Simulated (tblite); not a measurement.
Species: C5H7F3GeO.
Numbering: `[F:1][C:2]([F:3])([F:4])[O:5][C:6]1=[CH:7][CH2:8][GeH2:9][CH2:10]1` (hydrogens: H11 on C7; H12, H13 on C8; H14, H15 on Ge9; H16, H17 on C10)

Computed with GFN2-xTB (tblite), gas phase: L-BFGS steps from a force-field or distance-geometry start until the largest atomic force falls under 0.01 eV/Å.

Step 141: E = -937.6403 eV
```
atom  x, y, z in Å  |  force x, y, z in eV/Å
F1      3.8434   -0.3049    0.7205   -0.079   0.033   0.012
C2      2.6975    0.2354    0.3104   -0.052   0.016   0.033
F3      2.6515    1.4805    0.8261    0.027  -0.029  -0.003
F4      2.8157    0.4110   -1.0196   -0.042  -0.043   0.033
O5      1.6984   -0.5346    0.6798    0.110   0.008  -0.058
C6      0.3783   -0.2265    0.2799   -0.010  -0.061  -0.048
C7      0.0000    0.8572   -0.3758   -0.042   0.037   0.008
C8     -1.4464    1.0313   -0.7285   -0.040   0.011   0.010
Ge9    -2.2841   -0.6623   -0.1186   -0.014  -0.029   0.014
C10    -0.5846   -1.3010    0.6722    0.015  -0.024   0.043
H11     0.6783    1.6452   -0.6607    0.024   0.024  -0.024
H12    -1.5578    1.2123   -1.7993    0.024   0.005   0.047
H13    -1.8470    1.9076   -0.2138    0.006  -0.026  -0.038
H14    -3.4013   -0.5288    0.8805    0.042   0.032  -0.013
H15    -2.7871   -1.5631   -1.2112    0.008   0.025  -0.024
H16    -0.2431   -2.2628    0.2880    0.002   0.033   0.024
H17    -0.6186   -1.3843    1.7590    0.022  -0.012  -0.017
```

Step 142: E = -937.6414 eV
```
atom  x, y, z in Å  |  force x, y, z in eV/Å
F1      3.8413   -0.3001    0.7291   -0.047   0.029   0.001
C2      2.6968    0.2344    0.3094   -0.039   0.024   0.006
F3      2.6481    1.4841    0.8117    0.021  -0.012   0.019
F4      2.8163    0.3982   -1.0222   -0.020  -0.044   0.023
O5      1.6997   -0.5350    0.6806    0.034   0.000  -0.043
C6      0.3789   -0.2273    0.2788   -0.008  -0.039  -0.032
C7     -0.0002    0.8583   -0.3744   -0.027   0.018   0.014
C8     -1.4474    1.0315   -0.7258   -0.022   0.003   0.017
Ge9    -2.2834   -0.6645   -0.1203    0.020  -0.006   0.001
C10    -0.5841   -1.3006    0.6729    0.006  -0.037   0.032
H11     0.6785    1.6472   -0.6580    0.008   0.010  -0.024
H12    -1.5598    1.2179   -1.7951    0.025   0.002   0.031
H13    -1.8483    1.9051   -0.2078    0.002  -0.013  -0.026
H14    -3.3989   -0.5279    0.8767    0.012   0.026   0.006
H15    -2.7828   -1.5604   -1.2172    0.002   0.015  -0.023
H16    -0.2437   -2.2632    0.2914    0.012   0.018   0.004
H17    -0.6180   -1.3856    1.7593    0.019   0.008  -0.005
```

**Question.** Estimate the geometry and energy of step 143. (The exact step hangs on the optimiser's Hessian estimate; all steps are aligned on step 142, rigid shifts and turns removed.)

**Answer.** E = -937.6424 eV, largest force 0.050 eV/Å
```
atom  x, y, z in Å  |  force x, y, z in eV/Å
F1      3.8392   -0.2847    0.7470   -0.030   0.024   0.006
C2      2.6946    0.2384    0.3140   -0.018   0.014  -0.010
F3      2.6340    1.4913    0.8075    0.010  -0.032   0.017
F4      2.8241    0.3925   -1.0177   -0.012  -0.021   0.009
O5      1.7013   -0.5382    0.6781   -0.012   0.017  -0.029
C6      0.3802   -0.2330    0.2724   -0.006  -0.002  -0.007
C7      0.0004    0.8554   -0.3768    0.001  -0.006   0.016
C8     -1.4470    1.0290   -0.7280    0.001  -0.001   0.013
Ge9    -2.2856   -0.6626   -0.1135    0.043   0.007  -0.012
C10    -0.5822   -1.3064    0.6679   -0.006  -0.050   0.000
H11     0.6805    1.6445   -0.6595   -0.016  -0.008  -0.019
H12    -1.5586    1.2121   -1.7981    0.019  -0.007   0.036
H13    -1.8445    1.9059   -0.2140   -0.007   0.001  -0.017
H14    -3.3901   -0.5143    0.8929    0.001   0.017   0.005
H15    -2.7984   -1.5492   -1.2129    0.003   0.010  -0.001
H16    -0.2480   -2.2670    0.2763    0.016   0.016   0.000
H17    -0.6068   -1.4015    1.7536    0.012   0.022  -0.006
```

The energy changes by -0.0010 eV. The first-order estimate −F·Δx gives -0.0016 eV and the mean of the old and new forces, exact on a quadratic surface, -0.0010 eV. The step makes an angle of 79° with the force vector and moves no atom by more than 0.024 Å.

What follows is the cost of the whole relaxation. The run took 2.2 s wall on an Arm Neoverse N1 with one thread, shared host with 64 logical CPUs at a one-minute load of 60.
